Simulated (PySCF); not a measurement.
Some computed properties have been withheld. Give your best values.

Species: C4H14N2Si.
SMILES: `C(C)(N[SiH2]N)(C)C`

Conformer (atom-mapped SMILES and torsion angles): `[CH3:1][C:2]([CH3:3])([CH3:4])[NH:5][SiH2:6][NH2:7]`: C1–C2–N5–Si6 -85°, C2–N5–Si6–N7 -173°, H–N7–Si6–N5 66°, H–N7–Si6–N5 -150°.

```csv
property,level,value
point group,PBE0-D3(BJ)/def2-SVP,?
"rotational constants A, B, C",PBE0-D3(BJ)/def2-SVP,"3.760, 1.134, 1.094 GHz"
dipole moment,CAM-B3LYP/def2-SVPD,?
HOMO energy,CAM-B3LYP/def2-SVPD,-8.01 eV
LUMO energy,CAM-B3LYP/def2-SVPD,1.18 eV
lowest singlet excitation,TDDFT CAM-B3LYP/def2-SVPD,"6.31 eV (196 nm, f = 0.014)"
strongest line among the 10 lowest singlet transitions,TDDFT CAM-B3LYP/def2-SVPD,"S6 at 7.68 eV (161 nm, f = 0.035)"
lowest triplet excitation (Tamm–Dancoff),TDA CAM-B3LYP/def2-SVPD,6.11 eV
static isotropic polarisability,CAM-B3LYP/def2-SVPD,?
vertical ionisation energy,ΔSCF CAM-B3LYP/def2-SVPD,?
electronic spatial extent ⟨r²⟩ about the centre of nuclear charge,CAM-B3LYP/def2-SVPD,1248 bohr²
13C chemical shifts (computed TMS as zero) by class,GIAO HF/pcSseg-1,"40.8 (1 C), 33.1 (3 C) ppm"
1H chemical shifts (computed TMS as zero) by class,GIAO HF/pcSseg-1,"4.38 (2 H), 1.10 (9 H), 0.36 (2 H), -0.21 (1 H) ppm"
"isotropic shieldings of nuclei other than C and H, by class",GIAO HF/pcSseg-1,?
```

The electronic properties come from PySCF, for the isolated species, density fitting. The structure is a single PBE0-D3(BJ)/def2-SVP conformer in the gas phase; no vibrational or solvent corrections. NMR classes are plain means over equivalent atoms (diastereotopic ones count apart unless rotation or inversion swaps them), as if these changed places fast; in this geometry the members of some classes differ.

Problem. What are the isotropic shieldings of nuclei other than C and H, by class?

Solution. 212 (1 N), 260 (1 N), 438 (1 Si) ppm.

Problem. What is the static isotropic polarisability?

Solution. 92.8 au.

Problem. What is the point group?

Solution. C1.

Problem. Give the dipole moment.

Solution. 0.59 D.

Problem. What is the vertical ionisation energy?

Solution. 8.60 eV.

The ΔSCF ionisation energy exceeds −ε(HOMO) by 0.59 eV with CAM-B3LYP. A dipole of 0.59 D is allowed in C1, and pure rotational transitions are dipole-allowed. In wavenumbers S1 is 50900 cm⁻¹ (1 eV = 8065.54 cm⁻¹). The vertical singlet–triplet gap S1 − T1 is 0.20 eV (TDDFT singlet less Tamm–Dancoff triplet; S1: HOMO→LUMO, weight 0.59; T1: HOMO→LUMO, weight 0.41, beside HOMO→LUMO+1, weight 0.28). The rotational constants make it an asymmetric top with κ = (2B − A − C)/(A − C) = -0.97, nearer the prolate limit (−1). With B = h/(8π²I), that is 505.379 GHz u Å² over I, the principal moments of inertia are 134.4, 445.6 and 461.8 u Å² (most abundant isotopes).
